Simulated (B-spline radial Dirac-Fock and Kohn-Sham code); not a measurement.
# Binding energies of Sm²⁰⁺ at several levels of theory

System: Sm²⁰⁺, configuration [Kr] 4d6.

The density-functional columns are spherical, spin-unpolarised Dirac-Kohn-Sham results without Breit or QED terms: −ε is minus the orbital energy of the initial state and ΔSCF the difference of two total energies. The reference in the last column comes from ΔSCF Dirac-Fock with Breit, self-energy and vacuum polarisation, finite nucleus, configuration average. All numbers are from an atomic code on a B-spline grid, in eV; a selection of levels is shown. The Kohn-Sham columns are given as differences from the reference. For the 1s level of heavy atoms much of the gap between ΔSCF and the reference is the Breit and QED part, -194.5 eV here; for other levels the error of the functional can be larger.

| level | LDA −ε − DF | LDA ΔSCF − DF | Dirac-Fock |
| --- | --- | --- | --- |
| K (1s) | -272.9 | +181.7 | 47394.1 |
| L1 (2s) | -153.4 | -58.8 | 8303.7 |
| L2 (2p1/2) | -116.8 | -1.0 | 7874.0 |
| L3 (2p3/2) | -123.3 | -17.0 | 7278.3 |
| M1 (3s) | -82.3 | -43.8 | 2280.3 |
| M2 (3p1/2) | -67.7 | -27.7 | 2096.7 |
| M3 (3p3/2) | -66.7 | -28.4 | 1972.8 |
| M4 (3d3/2) | -45.8 | -3.1 | 1658.6 |
| M5 (3d5/2) | -46.5 | -4.3 | 1632.5 |
| N1 (4s) | -35.3 | -15.2 | 853.7 |
| N2 (4p1/2) | -25.7 | -5.8 | 777.1 |
| N3 (4p3/2) | -25.8 | -6.6 | 745.5 |
| N4,5 (4d) | -17.2 | +1.7 | 621.1 |

Values without a named source are computed, but for edge energies of neutral atoms, which are taken from tables.
